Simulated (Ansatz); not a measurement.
C2H11GeNSi, SMILES `C[SiH2][N](C)[GeH3]`, relaxed with RKS PBE-D4/def2-SVP in the Gaussian-basis code of Ansatz from a rough embedded geometry. The force threshold is 0.03 eV/Å; the program also tests the step.

Total charge 0; spin multiplicity 1.

Start:

```xyz
16

C     1.033    1.967   -1.108
Si   -0.097    1.111    0.099
N     0.344   -0.646    0.310
C     0.000   -1.349   -0.814
Ge   -0.731   -1.275    1.737
H     0.959    1.434   -2.104
H     0.834    3.010   -1.169
H     2.108    1.787   -0.727
H     0.055    1.845    1.395
H    -1.462    1.242   -0.389
H    -1.033   -1.279   -1.161
H     0.277   -2.433   -0.707
H     0.672   -1.071   -1.747
H    -0.369   -0.480    3.017
H    -0.407   -2.757    1.958
H    -2.183   -1.105    1.408
```

```
        step  energy (eV)  largest force (eV/Å)  largest move (Å)
           1  -68109.0891                 5.036             0.000
           2  -68109.6244                 1.805             0.142
           3  -68109.7416                 0.318             0.173
           4  -68109.7847                 0.302             0.200
5 (rejected)  -68109.7308                 0.627             0.200
           6  -68109.8067                 0.103             0.100
           7  -68109.8150                 0.046             0.100
           8  -68109.8181                 0.092             0.124
           9  -68109.8199                 0.059             0.028
          10  -68109.8213                 0.027             0.051
          11  -68109.8220                 0.027             0.066
          12  -68109.8225                 0.025             0.049
```

End:

```xyz
16

C     1.259    1.848   -0.996
Si   -0.243    1.254   -0.015
N    -0.215   -0.490    0.218
C    -0.224   -1.361   -0.957
Ge   -0.647   -1.310    1.832
H     1.267    1.441   -2.028
H     1.237    2.955   -1.076
H     2.202    1.551   -0.495
H    -0.256    1.866    1.360
H    -1.485    1.713   -0.752
H    -1.251   -1.600   -1.330
H     0.282   -2.330   -0.746
H     0.329   -0.897   -1.804
H    -0.404   -0.285    2.965
H     0.279   -2.555    1.973
H    -2.131   -1.799    1.850
```

Run time 11 s (4 threads of an AMD EPYC 9R45 on a shared host); peak host memory 0.24 GiB.
